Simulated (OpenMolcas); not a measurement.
Pt4+ among 4 point charges of -2 e arranged as a square (D4h).

| Quantity | Value |
| --- | --- |
| Program | OpenMolcas |
| Method | CASSCF |
| Basis | ANO-RCC-VTZP [8s7p5d3f1g] |
| Scalar Hamiltonian | DKH2, point nucleus |
| Active space | 6 electrons in 5 orbitals (5d) |
| State averaging | 2S+1 = 5 even, 5 roots; 2S+1 = 3 even, 45 roots; 2S+1 = 1 even, 50 roots |
| Spin-orbit coupling | state interaction with AMFI integrals over the reference wave functions |

All point charges move together. At R = 1.91 Å the first state of the same spin is 5693 cm-1, and at R = 2.1 Å it is 3926 cm-1.

Question: A third run gives 2651 cm-1. What distance was it run at?

Answer: With a power law R^-n the two known points give n = -ln(3926 / 5693) / ln(2.1 / 1.91) = 3.92. Then R = 1.91 × (5693 / 2651)^(1/3.92) = 2.321 Å. The run was at 2.34 Å, so the estimate is off by -0.019 Å.

Without dynamic correlation the repulsion within the d shell is too large (B by tens of per cent), so at a given field states of lower spin stand too high. Point charges give a weaker field than real ligands, and real ions of this kind are as a rule low spin; the high spin found here belongs to the model. Spin-orbit coupling mixes the spin-free states strongly: the lowest level takes only 56 % from its leading state, 5A1 (figures for R = 1.91; the like holds for R = 2.1, R = 2.34). This shell can be high or low spin here, a state of another spin lies low, and with metal d orbitals alone active their balance is uncertain, so the ground spin may be wrong (holds for R = 1.91). This is an electrostatic model: the charges have no orbitals. No measured value stands beside these numbers.
